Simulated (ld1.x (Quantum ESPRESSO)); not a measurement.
# Building the ultrasoft potential for Cs (PBE, scalar-relativistic).

The input file (ld1.x (Quantum ESPRESSO) 7.5):

```
&input
   title='Cs', zed=55., rel=1, dft='PBE', iswitch=3,
   config='[Xe] 5d0 6s0 6p0',
   nld=3, rlderiv=3.80, eminld=-4.0, emaxld=5.0, deld=0.02
 /
 &inputp
   pseudotype=3, tm=.true., lloc=-1, rcloc=2.45,
   nlcc=.true., rcore=1.45,
   which_augfun='PSQ', rmatch_augfun_nc=.true.,
   file_pseudopw='Cs.UPF', file_wfcaegen='ae.wfc', file_wfcncgen='nc.wfc', file_beta='beta', file_chi='chi', file_wfcusgen='us.wfc'
 /
6
5S  1  0   2.00   0.00  2.70  3.50  0.0
6S  2  0   0.00   0.00  2.70  3.50  0.0
5P  2  1   6.00   0.00  2.65  3.00  0.0
6P  3  1   0.00   0.00  2.65  3.00  0.0
5D  3  2   0.00   0.00  2.55  3.20  0.0
5D  3  2   0.00   1.90  2.55  3.20  0.0
 &test
   configts(1)='5s2 5p6 5d0 6s0 6p0'
 /
```

Command:

```bash
ld1.x < Cs.in > Cs.out
```

Resulting log (shortened: banner, matrices, multipoles, cross overlaps and the repeated all-electron block are left out):

```
Program LD1 v.7.5
     --------------------------- All-electron run ----------------------------

     Cs
     scalar relativistic calculation

     atomic number is 55.00
     dft =PBE   lsd =0 sic =0 latt =0  beta=0.20 tr2=1.0E-14
     Exchange-correlation= PBE
                           (   1   4   3   4   0   0   0)
     mesh =1251 r(mesh) = 101.25750 a.u. xmin = -7.00 dx = 0.01250
     1 Ry =  13.60569312 eV, c = 137.03599908

     n l     nl                  e(Ry)          e(Ha)          e(eV)
     1 0     1S 1( 2.00)     -2631.6493     -1315.8246    -35805.4124
     2 0     2S 1( 2.00)      -413.1252      -206.5626     -5620.8540
     2 1     2P 1( 6.00)      -370.6197      -185.3098     -5042.5377
     3 0     3S 1( 2.00)       -86.1921       -43.0961     -1172.7039
     3 1     3P 1( 6.00)       -72.5155       -36.2577      -986.6235
     4 0     4S 1( 2.00)       -16.5767        -8.2883      -225.5371
     4 1     4P 1( 6.00)       -12.2048        -6.1024      -166.0544
     3 2     3D 1(10.00)       -52.4474       -26.2237      -713.5826
     5 0     5S 1( 2.00)        -2.3474        -1.1737       -31.9381
     5 1     5P 1( 6.00)        -1.3722        -0.6861       -18.6700
     4 2     4D 1(10.00)        -5.8423        -2.9212       -79.4887
     5 2     5D 1( 0.00)        -0.3232        -0.1616        -4.3972
     6 0     6S 1( 0.00)        -0.4144        -0.2072        -5.6389
     6 1     6P 1( 0.00)        -0.2514        -0.1257        -3.4210

     final scf error:  3.6E-15 reached in  19 iterations

     Etot =  -15573.583621 Ry,   -7786.791811 Ha, -211889.399574 eV

     Ekin =   16409.058401 Ry,    8204.529200 Ha,  223256.613038 eV
     Encl =  -37666.807118 Ry,  -18833.403559 Ha, -512483.018575 eV
     Eh   =    6067.955813 Ry,    3033.977907 Ha,   82558.744677 eV
     Exc  =    -383.790717 Ry,    -191.895358 Ha,   -5221.738714 eV

     normalization and overlap integrals

     s(1S/1S) =  1.000000  <r> =   0.0261  <r2> =    0.0009  r(max) =   0.0169
     s(2S/2S) =  1.000000  <r> =   0.1121  <r2> =    0.0148  r(max) =   0.0947
     s(2P/2P) =  1.000000  <r> =   0.0982  <r2> =    0.0118  r(max) =   0.0765
     s(3S/3S) =  1.000000  <r> =   0.2990  <r2> =    0.1022  r(max) =   0.2739
     s(3P/3P) =  1.000000  <r> =   0.2970  <r2> =    0.1023  r(max) =   0.2672
     s(4S/4S) =  1.000000  <r> =   0.6947  <r2> =    0.5447  r(max) =   0.6409
     s(4P/4P) =  1.000000  <r> =   0.7394  <r2> =    0.6220  r(max) =   0.6738
     s(3D/3D) =  1.000000  <r> =   0.2736  <r2> =    0.0884  r(max) =   0.2215
     s(5S/5S) =  1.000000  <r> =   1.7385  <r2> =    3.4055  r(max) =   1.5375
     s(5P/5P) =  1.000000  <r> =   2.0710  <r2> =    4.8833  r(max) =   1.7863
     s(4D/4D) =  1.000000  <r> =   0.8366  <r2> =    0.8150  r(max) =   0.7172
     s(5D/5D) =  1.000000  <r> =   3.7119  <r2> =   16.3696  r(max) =   2.8015
     s(6S/6S) =  1.000000  <r> =   4.7085  <r2> =   24.8876  r(max) =   4.1794
     s(6P/6P) =  1.000000  <r> =   6.0590  <r2> =   41.5460  r(max) =   5.2340

     ------------------------ End of All-electron run ------------------------

     --------------------- Generating US pseudopotential ---------------------

      Generating local potential from pseudized AE potential:
      Matching radius rcloc =   2.4500

      Local pseudo, rcloc= 2.442 Estimated cut-off energy=     4.06 Ry

      Computing core charge for nlcc:

       r > 1.46 : true rho core
       r < 1.46 : rho core = a sin(br)/r    a=   4.33  b=   1.89

      Integrated core pseudo-charge :   4.09
      Wfc-us  5S rcutus= 3.465  Estimated cut-off energy=     4.83 Ry
      Wfc-us  6S rcutus= 3.465  Estimated cut-off energy=     9.91 Ry
      Wfc-us  5P rcutus= 2.982  Estimated cut-off energy=     9.42 Ry
      Wfc-us  6P rcutus= 2.982  Estimated cut-off energy=    16.99 Ry
      Wfc-us  5D rcutus= 3.214  Estimated cut-off energy=    10.85 Ry
      Wfc-us  5D rcutus= 3.214  Estimated cut-off energy=    20.83 Ry

     Q pseudized with Bessel functions
     Expected ecutrho=      67.0971 due to l1=  2   l2=  2

     ------------------- End of pseudopotential generation -------------------

     Computing logarithmic derivative in   3.80546
     Computing logarithmic derivative in   3.80546
     Computing the partial wave expansion
     R is outside the sphere for l=    0 j= 0.00
     R is outside the sphere for l=    0 j= 0.00
     R is outside the sphere for l=    1 j= 0.00
     R is outside the sphere for l=    1 j= 0.00
     R is outside the sphere for l=    2 j= 0.00
     R is outside the sphere for l=    2 j= 0.00

     ---------------------- Testing the pseudopotential ----------------------

     Cs
     scalar relativistic calculation

     atomic number is 55.00   valence charge is  9.00
     dft =PBE   lsd =0 sic =0 latt =0  beta=0.20 tr2=1.0E-14
     mesh =1251 r(mesh) = 101.25750 xmin = -7.00 dx = 0.01250

     n l     nl             e AE (Ry)        e PS (Ry)    De AE-PS (Ry)
     1 0     5S   1( 2.00)       -2.34740       -2.34740       -0.00000
     2 1     5P   1( 6.00)       -1.37222       -1.37222        0.00000
     3 2     5D   1( 0.00)       -0.32319       -0.32319       -0.00000
     2 0     6S   1( 0.00)       -0.41445       -0.41445        0.00000
     3 1     6P   1( 0.00)       -0.25144       -0.25144       -0.00000

     eps = 6.2E-16  iter =  3

     Etot =  -15573.583621 Ry,   -7786.791811 Ha, -211889.399574 eV
     Etotps =   -45.374878 Ry,     -22.687439 Ha,    -617.356665 eV

     Ekin =       9.795391 Ry,       4.897695 Ha,     133.273083 eV
     Encl =     -76.758139 Ry,     -38.379069 Ha,   -1044.347682 eV
     Ehrt =      29.295909 Ry,      14.647955 Ha,     398.591153 eV
     Ecxc =     -11.843141 Ry,      -5.921571 Ha,    -161.134145 eV
     (Ecc =      -4.490868 Ry,      -2.245434 Ha,     -61.101366 eV)
     Epseu=       4.135102 Ry,       2.067551 Ha,      56.260926 eV

     ---------------------- End of pseudopotential test ----------------------
```

Generation and configuration tests took about 2.1 s on one core of a shared server CPU.

Transferability test of the new file with ld1.x, input:

```
&input
   title='Cs', zed=55., rel=1, dft='PBE', iswitch=2,
   config='[Xe] 5d0 6s0 6p0'
 /
 &test
   file_pseudo='Cs.UPF', nconf=8,
   configts(1)='5s2 5p6 5d0 6s0 6p0',
   configts(2)='5s2 5p6 5d0 6s1 6p0',
   configts(3)='5s2 5p6 5d0 6s0.5 6p0',
   configts(4)='5s2 5p6 5d0 6s0 6p1',
   configts(5)='5s1 5p6 5d0 6s1 6p0',
   configts(6)='5s2 5p6 5d0.5 6s0.5 6p0',
   configts(7)='5s2 5p5 5d0 6s1 6p0',
   configts(8)='5s2 5p6 5d1 6s0 6p0'
 /
```

```bash
ld1.x < Cs.test.in > Cs.test.out
```

Pseudopotential blocks of its output, shortened (energy terms left out):

```
     ---------------------- Testing the pseudopotential ----------------------

     n l     nl             e AE (Ry)        e PS (Ry)    De AE-PS (Ry)
     1 0     5S   1( 2.00)       -2.34740       -2.34740       -0.00000
     2 1     5P   1( 6.00)       -1.37222       -1.37222        0.00000
     3 2     5D   1( 0.00)       -0.32319       -0.32319       -0.00000
     2 0     6S   1( 0.00)       -0.41445       -0.41445        0.00000
     3 1     6P   1( 0.00)       -0.25144       -0.25144       -0.00000

     eps = 6.2E-16  iter =  3

     Etot =  -15573.583621 Ry,   -7786.791811 Ha, -211889.399574 eV
     Etotps =   -45.374878 Ry,     -22.687439 Ha,    -617.356665 eV

     ---------------------- End of pseudopotential test ----------------------

          ---------------------- Testing the pseudopotential ----------------------

     n l     nl             e AE (Ry)        e PS (Ry)    De AE-PS (Ry)
     1 0     5S   1( 2.00)       -1.96474       -1.96369       -0.00105
     2 1     5P   1( 6.00)       -0.99354       -0.99376        0.00022
     3 2     5D   1( 0.00)       -0.02820       -0.02840        0.00020
     2 0     6S   1( 1.00)       -0.15333       -0.15321       -0.00012
     3 1     6P   1( 0.00)       -0.05427       -0.05441        0.00014

     eps = 4.1E-15  iter = 19

     Etot =  -15573.867606 Ry,   -7786.933803 Ha, -211893.263388 eV
     Etotps =   -45.658773 Ry,     -22.829387 Ha,    -621.219255 eV
     dEtot_ae =      -0.283985 Ry
     dEtot_ps =      -0.283895 Ry,   Delta E=      -0.000090 Ry

     ---------------------- End of pseudopotential test ----------------------

          ---------------------- Testing the pseudopotential ----------------------

     n l     nl             e AE (Ry)        e PS (Ry)    De AE-PS (Ry)
     1 0     5S   1( 2.00)       -2.14318       -2.14246       -0.00072
     2 1     5P   1( 6.00)       -1.17062       -1.17070        0.00008
     3 2     5D   1( 0.00)       -0.16437       -0.16451        0.00014
     2 0     6S   1( 0.50)       -0.28179       -0.28165       -0.00014
     3 1     6P   1( 0.00)       -0.15685       -0.15694        0.00009

     eps = 5.2E-15  iter = 11

     Etot =  -15573.759516 Ry,   -7786.879758 Ha, -211891.792741 eV
     Etotps =   -45.550740 Ry,     -22.775370 Ha,    -619.749392 eV
     dEtot_ae =      -0.175895 Ry
     dEtot_ps =      -0.175862 Ry,   Delta E=      -0.000032 Ry

     ---------------------- End of pseudopotential test ----------------------

          ---------------------- Testing the pseudopotential ----------------------

     n l     nl             e AE (Ry)        e PS (Ry)    De AE-PS (Ry)
     1 0     5S   1( 2.00)       -2.05745       -2.05813        0.00068
     2 1     5P   1( 6.00)       -1.08389       -1.08408        0.00019
     3 2     5D   1( 0.00)       -0.08136       -0.08134       -0.00003
     2 0     6S   1( 0.00)       -0.19841       -0.19849        0.00008
     3 1     6P   1( 1.00)       -0.09521       -0.09521       -0.00000

     eps = 9.7E-15  iter = 12

     Etot =  -15573.766826 Ry,   -7786.883413 Ha, -211891.892202 eV
     Etotps =   -45.558095 Ry,     -22.779047 Ha,    -619.849457 eV
     dEtot_ae =      -0.183205 Ry
     dEtot_ps =      -0.183217 Ry,   Delta E=       0.000012 Ry

     ---------------------- End of pseudopotential test ----------------------
```

The test run then stopped with an error in chargeps: “negative rho”.
